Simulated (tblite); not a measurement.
C3H9BFSi (doublet state).
Bonds: B1–Si2, Si2–C3, C3–C4, C4–C5, C5–F6. Hydrogens: H7 on B1; H8, H9 on Si2; H10, H11 on C3; H12, H13 on C4; H14, H15 on C5.

Computed with GFN2-xTB (tblite), gas phase: L-BFGS steps from a force-field or distance-geometry start until the largest atomic force falls under 0.01 eV/Å.

Step 0: E = -505.4719 eV
```
atom  x, y, z in Å  |  force x, y, z in eV/Å
B1     -3.2949    0.5478   -0.6764    0.016  -0.774   0.296
Si2    -1.6095    1.0525    0.1075   -1.080   0.592   0.069
C3     -0.2997   -0.2337   -0.3252    0.037  -0.416  -0.433
C4      1.0435    0.1404    0.2769    0.019  -0.274   0.752
C5      2.1040   -0.9060   -0.0659   -0.298   0.186  -0.495
F6      3.3091   -0.5488    0.4929   -0.102  -0.257  -0.145
H7     -3.8040   -0.4774   -0.3965   -0.219   0.322  -0.284
H8     -1.7411    1.1153    1.5836    0.223   0.072  -0.070
H9     -1.1867    2.3605   -0.3919    0.398   0.227   0.121
H10    -0.6501   -1.2201    0.0536    0.432   0.499  -0.396
H11    -0.2284   -0.2768   -1.4371    0.065  -0.231   0.737
H12     0.9475    0.1816    1.3942    0.120   0.073  -0.829
H13     1.3662    1.1287   -0.0799   -0.050  -0.298   0.107
H14     1.8132   -1.9049    0.3069    0.262   0.313  -0.008
H15     2.2266   -0.9510   -1.1739    0.176  -0.035   0.580
```

**Question.** Estimate the geometry and energy of step 1. (The exact step hangs on the optimiser's Hessian estimate; all steps are aligned on step 0, rigid shifts and turns removed.)

**Answer.** E = -505.5415 eV, largest force 0.704 eV/Å
```
atom  x, y, z in Å  |  force x, y, z in eV/Å
B1     -3.2947    0.5368   -0.6722    0.040  -0.507   0.153
Si2    -1.6249    1.0610    0.1084   -0.616   0.340  -0.015
C3     -0.2992   -0.2396   -0.3314   -0.064   0.154   0.091
C4      1.0437    0.1365    0.2877   -0.090  -0.122  -0.070
C5      2.0997   -0.9033   -0.0730   -0.165   0.094   0.002
F6      3.3076   -0.5525    0.4909   -0.089  -0.220  -0.158
H7     -3.8071   -0.4728   -0.4006   -0.348   0.045  -0.205
H8     -1.7379    1.1163    1.5826    0.211   0.086  -0.011
H9     -1.1810    2.3637   -0.3902    0.356   0.200   0.123
H10    -0.6440   -1.2130    0.0480    0.286   0.189  -0.276
H11    -0.2274   -0.2801   -1.4266    0.114  -0.220   0.311
H12     0.9493    0.1826    1.3824    0.063   0.040  -0.272
H13     1.3654    1.1244   -0.0784   -0.069  -0.315   0.143
H14     1.8170   -1.9005    0.3068    0.211   0.243  -0.026
H15     2.2292   -0.9515   -1.1656    0.159  -0.008   0.213
```

The energy changes by -0.0696 eV. The first-order estimate −F·Δx gives -0.0961 eV and the mean of the old and new forces, exact on a quadratic surface, -0.0693 eV. The step makes an angle of 0° with the force vector and moves no atom by more than 0.018 Å.

The cost below is that of the whole relaxation. The run took 0.2 s wall on one thread, Arm Neoverse V2 (aarch64) (shared host).
